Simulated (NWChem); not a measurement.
The numbers come from NWChem runs, not from measurements. System: ClSi (+1), charge 1, spin multiplicity 1, at a geometry optimised with PBE/def2-SVP. The structure started from a generated list of species. Level: B3LYP/Sadlej pVTZ, VWN1-RPA local correlation.

The NWChem input:

```
start mol
memory heap 200 mb stack 900 mb global 1100 mb
charge 1
geometry units angstroms nocenter noautoz
  Si     0.000000     0.000000     1.093417
  Cl     0.000000     0.000000    -0.900461
  symmetry group C2v
end
basis spherical
  * library sadlej_pvtz
end
dft
  xc b3lyp
  semidirect memsize 60000000 filesize 0
  iterations 100
end
property
  dipole
  response 1 0.0428
end
task dft property
```

Part of the output:

```
             Northwest Computational Chemistry Package (NWChem) 7.3.0
             --------------------------------------------------------

                                NWChem Input Module
                                -------------------

 Scaling coordinates for geometry "geometry" by  1.889725989
 (inverse scale =  0.529177249)

 Turning off AUTOSYM since
 SYMMETRY directive was detected!

                             Geometry "geometry" -> ""
                             -------------------------

 Output coordinates in angstroms (scale by  1.889725989 to convert to a.u.)

  No.       Tag          Charge          X              Y              Z
 ---- ---------------- ---------- -------------- -------------- --------------
    1 Si                  14.0000     0.00000000     0.00000000     1.09341700
    2 Cl                  17.0000     0.00000000     0.00000000    -0.90046100

 Effective nuclear repulsion energy (a.u.)      63.1654420491

            Nuclear Dipole moment (a.u.)
            ----------------------------
        X                 Y               Z
 ---------------- ---------------- ----------------
     0.0000000000     0.0000000000     0.0000018897

      Symmetry information
      --------------------

 Group name             C2v
 Group number             16
 Group order               4
 No. of unique centers     2

      Symmetry unique atoms

     1    2


 Summary of "ao basis" -> "" (spherical)
 ------------------------------------------------------------------------------
       Tag                 Description            Shells   Functions and Types
 ---------------- ------------------------------  ------  ---------------------
 *                        sadlej_pvtz                 on all atoms

                              NWChem Property Module
                              ----------------------

                                 NWChem DFT Module
                                 -----------------

 Summary of "ao basis" -> "ao basis" (spherical)
 ------------------------------------------------------------------------------
       Tag                 Description            Shells   Functions and Types
[...]
     2   0 1 1      0.000000      0.000000      0.000000      0.000000
     2   0 0 2    -10.580410    -59.788147    -59.788147    108.995884

 *** CALLING NEW AORESP DRIVER FOR CLOSED AND OPEN SHELLS ***
 Entering AOResponse driver routine

--------------------------------------------------------------------------------

          ****************
          *** RESPONSE ***
          ****************

 Response module for NWChem and dynamic CPKS solver

          -----------------------------------------------
          Solving response equations for perturbing field
          -----------------------------------------------

 number of frequencies:     1
 frequency in a.u.:  0.4280000E-01
 Perturbing field: electric
 Using El. Dipole Length Gauge

 Setting up CPKS with frequency omega =      0.04280000 a.u.

                            NWChem Dynamic CPHF Module
                            --------------------------

    scftype = RHF
    nclosed =   15
      nopen =    0
  variables =     1470
  num. vecs =        3
  tolerance =   1.0D-04
  max. iter =   50

  int2e_file: Failed to allocate cache ... halving
 SCF residual:    9.6101460055817830E-005

Iterative solution of linear equations
  No. of variables     1470
  No. of equations        3
  Maximum subspace       30
       Convergence  1.0D-04

 ga_lkain filestub:cphf_sol
 ga_lkain filesoln:./mol.cphf_sol

   iter   nsub   residual    time
   ----  ------  --------  ---------
     1      3    7.03D+00       4.9
     2      6    1.59D+00       8.4
     3      9    1.84D-01      12.2
     4     12    3.59D-02      15.6
     5     15    3.10D-03      18.9
     6     18    1.55D-03      22.2
     7     21    2.83D-04      25.5
     8     24    1.89D-05      28.9

 Electric Dipole Response Matrix (nonzero elements):

              1        2        3
    1   27.0886  -0.0000  -0.0000
    2   -0.0000  27.0886   0.0000
    3   -0.0000   0.0000  43.8415

 ------------------------------------------
 average:        32.67287 + I       0.00000

 DFT Linear Response polarizability / au
 Frequency  =       0.0428000 / au
 Wavelength =    1064.5643224 / nm
              X              Y              Z
 -----------------------------------------------
 X      27.0885787     -0.0000000     -0.0000000
 Y      -0.0000000     27.0885787      0.0000000
 Z      -0.0000000      0.0000000     43.8414617
 -----------------------------------------------
 Eigenvalues =      27.0885787     27.0885786     43.8414617
 Isotropic   =      32.6728730
 Anisotropic =      16.7528831
 -----------------------------------------------

 Magnetic Dipole Response Matrix (nonzero elements):
 Optical rotation tensor Beta

              1        2        3
    1   -0.0000  24.8341  -0.0000
    2  -24.8341   0.0000  -0.0000
    3    0.0000   0.0000  -0.0000

 ------------------------------------------
 average:         0.00000 + I       0.00000

 Exiting AOResponse driver routine

          -------------
          Dipole Moment
          -------------

 Center of charge (in au) is the expansion point
         X =       0.0000000 Y =       0.0000000 Z =       0.0000001

   Dipole moment        1.3723815086 A.U.
             DMX        0.0000000016 DMXEFC        0.0000000000
             DMY       -0.0000000013 DMYEFC        0.0000000000
             DMZ        1.3723815086 DMZEFC        0.0000000000
   -EFC- dipole         0.0000000000 A.U.
   Total dipole         1.3723815086 A.U.

   Dipole moment        3.4882722184 Debye(s)
             DMX        0.0000000042 DMXEFC        0.0000000000
             DMY       -0.0000000032 DMYEFC        0.0000000000
             DMZ        3.4882722184 DMZEFC        0.0000000000
   -EFC- dipole         0.0000000000 DEBYE(S)
   Total dipole         3.4882722184 DEBYE(S)

 1 a.u. = 2.541766 Debyes

 Task  times  cpu:       28.9s     wall:       28.9s

 Total times  cpu:       28.9s     wall:       28.9s
```
